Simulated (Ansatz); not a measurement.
C3H10OSi (`COC[SiH2]C`). Total charge 0; spin multiplicity 1.

```xyz
15

C    -0.3757    1.7452    1.1969
O    -1.1330    0.5985    0.9298
C    -1.1533    0.2570   -0.4432
Si    0.4616   -0.5093   -1.0952
C     1.0190   -1.8860    0.0376
H    -0.4478    1.9416    2.2670
H     0.6828    1.6166    0.9316
H    -0.7602    2.6167    0.6479
H    -1.4509    1.1228   -1.0559
H    -1.9452   -0.4904   -0.5596
H     0.1726   -1.0186   -2.4667
H     1.5387    0.5139   -1.2217
H     0.2671   -2.6773    0.0841
H     1.9585   -2.3262   -0.3032
H     1.1657   -1.5045    1.0507
```

Question: What are the harmonic wavenumbers in cm⁻¹ at PBE0-D4/def2-TZVP (Ansatz, finite differences of forces, unscaled)? (An estimate is asked.)

Answer: The calculation gave: 34, 105, 131, 172, 208, 304, 401, 483, 582, 629, 689, 763, 856, 880, 907, 954, 965, 1154, 1178, 1219, 1276, 1290, 1310, 1444, 1450, 1451, 1473, 1479, 1501, 2200, 2201, 2981, 2989, 3038, 3054, 3077, 3135, 3138, 3142.

Question: Is this a minimum?

Answer: Yes, all 39 modes are real.

Question: Give the ideal-gas thermochemistry at 298.15 K and 1 bar (rigid rotor, harmonic oscillator; point group C1, symmetry number 1).

Answer: Zero-point energy 324.4 kJ/mol; H(298) − E = 348.3 kJ/mol; entropy 368.5 J/(mol·K), of which translation 165.0, rotation 112.2, vibration 91.3; G(298) − E = 238.4 kJ/mol. Modes under 100 cm⁻¹ are hindered rotations or soft bends, so the harmonic entropy is rough.

Question: Rotational constants (cm⁻¹)?

Answer: 0.2116, 0.074, 0.0679.
